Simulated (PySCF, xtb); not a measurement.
hexachlorodisilane (Cl6Si2), SMILES Cl[Si](Cl)(Cl)[Si](Cl)(Cl)Cl. The values are those of a single conformer.

Harmonic wavenumbers (cm⁻¹) from xtb with GFN2-xTB at its own minimum, in rising order: 10, 58, 58, 98, 98, 112, 137, 137, 169, 169, 199, 308, 417, 493, 493, 511, 511, 532.

Task: What does PBE0-D3(BJ)/def2-SVP run with PySCF give at its own minimum? (Estimate from the structure and the level; the computed values follow.)

Result: 20, 57, 57, 120, 120, 128, 171, 171, 208, 208, 238, 353, 472, 613, 613, 627, 627, 638. Paired by order, the mean absolute difference is 52 cm⁻¹ and the zero-point energies are 6.4 and 7.8 kcal/mol.
